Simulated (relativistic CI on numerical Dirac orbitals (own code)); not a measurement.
## Spin-allowed bands of a d8 ion in an octahedral site, by hand

Problem. A d8 ion in an octahedral site has a 3A2 ground term and spin-allowed bands at ν1 = 8500 and ν2 = 14204 cm⁻¹ (from a computed ligand-field model). Find Δ and the Racah parameter B, and predict the third band.

Working.
1. The F term splits into A2 (−1.2Δ), T2 (−0.2Δ) and T1 (+0.6Δ), so ν1 = E(T2) − E(A2) = Δ = 8500 cm⁻¹.
2. T1(F) mixes with T1(P), which lies at 15B, through an element 0.4Δ. The two roots, counted from A2, are ν2,3 = ½(15B + 3Δ) ∓ ½√[(15B − Δ)² + 12BΔ].
3. Solving the lower root for B gives B = (2ν1² + ν2² − 3ν1ν2)/(15ν2 − 27ν1) = -15948384/-16440 = 970 cm⁻¹.
4. The sum of the roots is 15B + 3Δ, so ν3 = 15B + 3ν1 − ν2 = 25847 cm⁻¹ (387 nm).

Check. The bands were computed by exact diagonalisation of the d8 shell with B = 970 and Δ = 8500 cm⁻¹, which gives ν3 = 25846 cm⁻¹. C does not enter the terms of highest spin.
